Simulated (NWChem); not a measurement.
CH2N cation; SMILES C#[NH+]

All runs: NWChem. Pople sets run with spherical d functions. The geometry was optimised at PBE0-D3(BJ)/def2-TZVP. B3LYP is NWChem's, with the RPA form of VWN correlation. Level: B3LYP/6-31G* with COSMO at NWChem's default radii, gas-phase geometry; rows give the dielectric constant. Reactions with the solvent are ignored.

For dielectric constant 11.7:

- electrostatic solvation energy (kcal/mol): -69.4

Question: How do the values read with dielectric constant 25.0 instead?

Answer: The electrostatic solvation energy (kcal/mol) is -72.8.
